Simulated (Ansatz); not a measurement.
`B/C=C\O[SiH2][GaH2]` + `[SiH3]N[SiH3]` → `[SiH3][N]([SiH3])[GaH2]` + `B/C=C/O[SiH3]`  (cleavage of the Ga–Si bond)

Isolated molecules relaxed with PBE0-D4/def2-TZVP in Ansatz; ΔE leaves out vibrations. CCSD(T)/CBS adds triple-zeta CCSD(T) − MP2 to the extrapolated MP2 energy (def2 sets, frozen cores). This one scheme is used for every species. Double bonds are as drawn, so ΔE can hold a change between cis and trans. DFT in def2-TZVPP. For Ga outer-core shells are correlated without core-valence functions, which leaves a few kJ/mol of doubt a bond. Scalar relativity is left out up to krypton. Each species was taken in one conformer, which may not be the lowest.

CCSD(T)/CBS gives -18.1 kcal/mol.

(1) Another level gave -20.8 kcal/mol. Which?
A. ωB97M-V/def2-TZVPP
B. PBE0-D4/def2-TZVPP
C. MP2/def2-TZVPP
D. PBE/def2-TZVPP

Largest T1 diagnostic among the species: 0.014.

## Answers

(1) C. MP2/def2-TZVPP -20.8, ωB97M-V -16.3, PBE0-D4 -14.0, PBE -12.7 kcal/mol.

In def2-TZVPP, CCSD(T) changes the Hartree–Fock value by −1.5 kcal/mol (the triples alone add −0.6 kcal/mol) and MP2 by −3.7 kcal/mol. The D4 term adds −1.3 kcal/mol with B3LYP and −0.6 kcal/mol with PBE0; it sums over pairs of atoms, weighted by their polarisabilities, and B3LYP, whose exchange is more repulsive, gets the larger term.

B3LYP here is the variant with VWN-RPA as its local correlation; programs differ in this.
